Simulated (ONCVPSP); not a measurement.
## lead, ONCV: configuration errors across variants

- Element: lead
- Generator: ONCVPSP 4.0.1
- Type: optimised norm-conserving Vanderbilt (ONCV)
- Functional: PBE
- Relativity: scalar-relativistic
- Frozen core: [Kr] 4d10 4f14
- Valence charge: 22
- Reference configuration: 5s2 5p6 5d10 6s1.5 6p2.5
- Partial waves: 5s+6s: rc 1.55 bohr, ncon 4, nbas 8, qcut 7.2 1/bohr, 2 projectors; 5p+6p: rc 1.85 bohr, ncon 4, nbas 7, qcut 8.4 1/bohr, 3 projectors, debl 2.9 Ha; 5d: rc 1.15 bohr, ncon 3, nbas 7, qcut 8.8 1/bohr, local
- Local potential: the d channel
- Core correction: none

All-electron excitation energies from the reference (eV): (1) 5s2 5p6 5d10 6s2 6p2 -4.320; (2) 5s2 5p6 5d10 6s2 6p1 2.255; (3) 5s2 5p6 5d10 6s2 6p0 15.700; (4) 5s1 5p6 5d10 6s2 6p2 147.646.

Errors AE − PS in meV (a dash: test not solved or not reliable):

| change | (1) | (2) | (3) | (4) | bound ghosts | GHOST(+) flags above zero |
| --- | --- | --- | --- | --- | --- | --- |
| base | +0.6 | -2.1 | -8.2 | -615 | none | none |
| all radii scaled by about 0.77 (s 1.20, p 1.44, d 0.88 bohr) | +0.7 | -1.9 | -7.9 | -255 | none | none |
| all radii scaled by about 1.04 (s 1.62, p 1.92, d 1.20 bohr) | +0.6 | -2.2 | -8.3 | -680 | none | none |
| all radii scaled by about 1.11 (s 1.72, p 2.06, d 1.28 bohr) | +0.7 | -2.0 | -7.9 | -781 | none | p |
| all radii scaled by about 1.22 (s 1.90, p 2.26, d 1.40 bohr) | +0.6 | -1.9 | -7.6 | -914 | none | none |
| all radii scaled by about 1.29 (s 2.00, p 2.38, d 1.48 bohr) | +0.4 | -2.4 | -8.4 | -955 | none | none |

Problem. Give the same row for: all radii scaled by about 0.89 (s 1.38, p 1.64, d 1.02 bohr).

Solution. +0.9, -1.7, -7.8, -424; bound ghosts: none; GHOST(+) flags above zero: none.
